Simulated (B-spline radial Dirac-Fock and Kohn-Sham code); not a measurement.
## What relativity does to the binding energies of Au⁶⁴⁺

System: the Au⁶⁴⁺ ion, 1s2 2s2 2p6 3s2 3p3.

Both columns are ΔSCF binding energies of the configuration average from a radial atomic solver: non-relativistic Hartree-Fock with a point nucleus, and Dirac-Fock with a finite nucleus and the Coulomb interaction alone, averaged over the two j levels with weights 2j+1.

```tsv
shell	Hartree-Fock (eV)	Dirac-Fock (eV)	shift (eV)	shift (%)
1s	78861.9	86590.9	+7729.03	+9.80
2s	17406.5	19597.9	+2191.43	+12.59
3s	7157.8	7836.2	+678.46	+9.48
3p	7000.3	7306.4	+306.06	+4.37
```

Relativity binds 1s, 2s, 3s, 3p more strongly, among those listed most of all 2s in relative terms.

Values without a named source are computed, but for edge energies of neutral atoms, which are taken from tables.
